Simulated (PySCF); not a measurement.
A structure optimised at B3LYP-D3(BJ)/def2-SVP, used in a PySCF frequency run:

```xyz
10

C     -0.3692     3.6755     0.0000
C      0.3801     2.5607     0.0000
C     -0.1678     1.2122     0.0000
C      0.6021     0.1132     0.0000
Br    -0.0915    -1.6447     0.0000
H     -1.4625     3.6261     0.0000
H      0.0853     4.6687     0.0000
H      1.4731     2.6464     0.0000
H     -1.2579     1.1086     0.0000
H      1.6937     0.1452     0.0000
```

**Question.** Write its SMILES, formula and point group.

**Answer.** C=C/C=C/Br, C4H5Br, Cs

**Question.** What are its rotational constants (standard atomic weights)?

**Answer.** 28.821, 0.98609, 0.95347 GHz
